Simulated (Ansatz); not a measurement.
`C[S][K]` + `[CH3][Ge]([NH2])([F])[F]` → `[NH2][K]` + `C[S][Ge]([CH3])([F])[F]` at 298.15 K and 1 bar (redistribution).

Gas-phase electronic energies from Ansatz, PBE0-D4/def2-TZVP geometries. CCSD(T)/CBS adds triple-zeta CCSD(T) − MP2 to the extrapolated MP2 energy (def2 sets, frozen cores). For Ge, K outer-core shells are correlated without core-valence functions, which leaves a few kJ/mol of doubt a bond. Scalar relativity is left out up to krypton. Each species was taken in one conformer, which may not be the lowest.

```tsv
species	CCSD(T)/CBS energy (Eh)	H − E (kJ/mol)	S (J/(mol·K))
`C[S][K]`	-1037.10009	114.7	328.7
`[CH3][Ge]([NH2])([F])[F]`	-2371.58148	199.9	362.2
`[NH2][K]`	-655.33366	69.9	254.8
`C[S][Ge]([CH3])([F])[F]`	-2753.31091	239.9	411.2
```

H − E and S are ideal-gas, rigid-rotor, harmonic terms from PBE0-D4/def2-TZVP, for one conformer and one mirror image of each species. 1 Eh = 2625.50 kJ/mol, R = 8.31446 J/(mol·K).

Task: By hand: ΔE, ΔH, ΔS and ΔG.

Result: ΔE = (-655.33366) + (-2753.31091) − (-1037.10009) − (-2371.58148) = 0.03700 Eh = 97.1 kJ/mol. Δ(H − E) = 69.9 + 239.9 − 114.7 − 199.9 = -4.8, so ΔH = 92.3 kJ/mol. ΔS = 254.8 + 411.2 − 328.7 − 362.2 = -24.9 J/(mol·K). ΔG = 92.3 − 298.15 × (-24.9)/1000 = 99.7 kJ/mol.

Task: By hand: the equilibrium constant, and the temperature at which ΔG would vanish if ΔH and ΔS stayed fixed.

Result: log₁₀ K = −ΔG/(RT ln 10) = -17.5. ΔH and −TΔS have one sign here, so there is no such temperature.

ΔH outweighs TΔS. A doubt of 5 kJ/mol in ΔE shifts log₁₀ K by 0.9 here. Other conformers and mirror images would add mixing entropy, several J/(mol·K) or more a flexible species. Modes under 60 cm⁻¹, often nearly free rotors, make the harmonic entropy too high. These are equilibria of isolated gas molecules and say nothing of rates. Largest T1 diagnostic: 0.011 (customary marks: 0.02 for closed shells, 0.045 for open ones).
